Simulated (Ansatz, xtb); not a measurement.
Two structures of AlH6N3

Structure X is a singlet given by its coordinates and structure Y is `N[NH][AlH][NH2]`, a singlet. Both are isolated molecules in the gas phase, relaxed with PBE0-D4/def2-SVP; the shapes shown needn't be the lowest conformers.

X (Å):

```xyz
10

Al    0.5707    0.0806   -0.2611
N    -0.6936   -1.4683   -0.8247
N     0.6740   -1.4299   -1.2446
N     0.5543    1.6534   -1.0910
H    -0.9267   -2.1843   -0.1319
H    -1.3663   -1.5105   -1.5930
H     1.0838   -2.3294   -1.4627
H     0.6740    0.0857    1.3248
H     0.4742    2.5468   -0.6200
H     0.6050    1.7905   -2.0934
```

Close contacts (Å): Al1–N2 2.08, Al1–N3 1.81, Al1–N4 1.78, N2–N3 1.43, Al1–H8 1.59, N2–H5 1.02, N2–H6 1.02, N3–H7 1.01, N4–H9 1.01, N4–H10 1.01.

Y (Å):

```xyz
10

Al   -0.2873   -1.1056   -0.2939
N    -2.4208    0.1683    1.1408
N    -1.8824   -0.3320   -0.0657
N     0.2205   -1.6775   -1.8948
H    -1.8162    0.8911    1.5283
H    -2.4818   -0.5724    1.8379
H    -2.5502   -0.1872   -0.8166
H     0.6633   -1.2699    0.9637
H    -0.3120   -1.6196   -2.7549
H     1.1135   -2.1212   -2.0763
```

Energies in hartree; the thermal terms are from PBE0-D4/def2-SVP harmonic frequencies (ideal gas, rigid rotor, one conformer each, 298.15 K, 1 atm) and include the zero-point energy:

|  | X | Y |
| --- | --- | --- |
| E, CCSD(T)/def2-SVP | −409.210075 | −409.207430 |
| E, MP2/def2-SVP | −409.155255 | −409.152011 |
| E, MP2/def2-TZVPP | −409.590403 | −409.587765 |
| zero-point energy | 0.075976 | 0.075990 |
| H(298 K) − E | 0.083431 | 0.083823 |
| G(298 K) − E | 0.047100 | 0.046385 |

Question: Correct the CCSD(T) difference for the basis set by the MP2 change, then work out ΔE, ΔE₀, ΔH and ΔG for X → Y in kcal/mol (1 Eh = 627.51 kcal/mol) and the equilibrium ratio [Y]/[X].

Answer: 1. Differences Y − X: CCSD(T) +0.002645, MP2 in the small set +0.003244, MP2 in the large set +0.002638 Eh.
2. ΔE = +0.002645 + (+0.002638 − (+0.003244)) = +0.002039 Eh = +1.28 kcal/mol.
3. ΔE₀ = ΔE + ΔZPE = +0.002039 + (+0.000014) Eh = +1.29 kcal/mol.
4. ΔH = ΔE + (+0.000392) Eh = +1.53 kcal/mol.
5. ΔG = ΔE + (−0.000715) Eh = +0.83 kcal/mol, so ΔS = (ΔH − ΔG)/T = +9.7 J/(mol K).
6. kT = 0.9442 mEh, so K = [Y]/[X] = exp(−ΔG/kT) = exp(−1.40) ≈ 0.25.

The two are too close for this level to say which is favoured. An error of 1 kcal/mol in ΔG would change K by a factor of 5.4. Mirror images and further conformers aren't counted.

Other levels gave ΔE = +2.9 (GFN2-xTB); −0.1 (HF/STO-3G, GFN2-xTB geometries); +2.1 (r2SCAN-D4/def2-SVP, GFN2-xTB geometries); +2.0 (PBE0-D4/def2-SVP); +0.1 (HF/def2-SVP); +2.0 (MP2/def2-SVP); +1.7 (CCSD(T)/def2-SVP) kcal/mol. The correlated steps freeze 8 core orbitals. Programs: Ansatz 0.2.0, xtb 6.7.1.
